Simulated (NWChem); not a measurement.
System: CH6F2Si2; SMILES FC[Si@@H](F)[SiH3]

```xyz
11

F      1.1809     1.8672    -0.0397
C     -0.1471     1.6507    -0.3687
Si    -0.6373    -0.0078     0.4158
F     -2.0730    -0.4511    -0.2293
Si     1.0143    -1.5915    -0.0946
H     -0.2496     1.6170    -1.4678
H     -0.7539     2.4970    -0.0028
H     -0.8334     0.1551     1.8861
H      0.5549    -2.9640     0.2774
H      2.2589    -1.2683     0.6654
H      1.3067    -1.5533    -1.5598
```
Atoms are numbered in this order, from 1.

All runs: NWChem. The geometry was optimised at PBE0/def2-SVP. GIAO values for the isolated, static molecule; σ is the absolute isotropic shielding, δ = σ(reference) − σ with the isolated reference molecule computed at the same levels (13C: tetramethylsilane, 19F: trichlorofluoromethane, 1H: tetramethylsilane, 29Si: tetramethylsilane).

For level KT2/pcSseg-1:

```
Item         Result
-----------  ------
δ F1 (ppm)   -328.8
δ Si3 (ppm)    23.5
δ F4 (ppm)   -254.7
δ Si5 (ppm)  -112.6
δ H8 (ppm)     5.77
```

Question: How do the values read with level PBE0/pcSseg-1 instead?

Answer: The δ F1 (ppm) comes out as -305.4. The δ Si3 (ppm) is 22.1, the δ F4 (ppm) comes out as -226.3 and the δ Si5 (ppm) is -109.1. The δ H8 (ppm) is 5.60.
